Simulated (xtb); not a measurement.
xtb input:

```bash
xtb mol.xyz --gfn 2 --sp --chrg 0 --uhf 0
```
mol.xyz:
```
16

C      3.23940282    -0.32699209    -0.08715082
O      1.89702956    -0.12277584    -0.49287007
Si     0.61742486    -0.14952394     0.54408474
C     -0.91479912     0.17035952    -0.47704399
C     -2.20526692     0.18226455     0.31871381
O     -3.28476482     0.43570567    -0.58121566
H      3.55712037     0.43252020     0.63471508
H      3.37328281    -1.31621323     0.36275076
H      3.87524026    -0.25660649    -0.96953294
H      0.54262214    -1.46754078     1.23211776
H      0.79017062     0.88723544     1.59833431
H     -0.79487154     1.13022105    -0.98756931
H     -0.97625041    -0.59512443    -1.25589632
H     -2.16704238     0.95888235     1.09312112
H     -2.35004618    -0.78192011     0.82239023
H     -4.10831230     0.44465067    -0.08204526
```

Problem. Which total energy does the run end on?

Solution. -21.41189 Eh (GFN2-xTB).
